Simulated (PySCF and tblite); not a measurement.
Results of a calculation; reference values are marked as such.
2 diastereomers of C₄H₈BrClSi, numbered alike:

```csv
isomer,SMILES,descriptors (one enantiomer)
A,[Cl:1][C@@H:2]1[CH2:3][SiH2:4][CH2:5][C@@H:6]1[Br:7],"2R, 6S"
B,[Cl:1][C@H:2]1[CH2:3][SiH2:4][CH2:5][C@@H:6]1[Br:7],"2S, 6S"
```

Each isomer is a Boltzmann average at 298.15 K over at most 5 conformers: GFN2-xTB geometries, energies PBE0/def2-SVP (IEF-PCM, cyclohexane) (D3(BJ) added where defined), GFN2-xTB thermal terms. Programs: PySCF with density fitting and tblite.

Rank the isomers by free energy at 298.15 K.


```
isomer  ΔG (kcal/mol)  ΔE, lowest conformer  conformers  largest weight %  rms dipole (D)
     B            0.0                   0.0           2                91            1.11
     A            0.9                   1.1           2                80            3.12
```

ΔG is for one enantiomer.

If they could interconvert freely, what would the mixture hold (chiral isomers as racemates)?

B 82 %, A 18 %. A racemate gains RT ln 2.
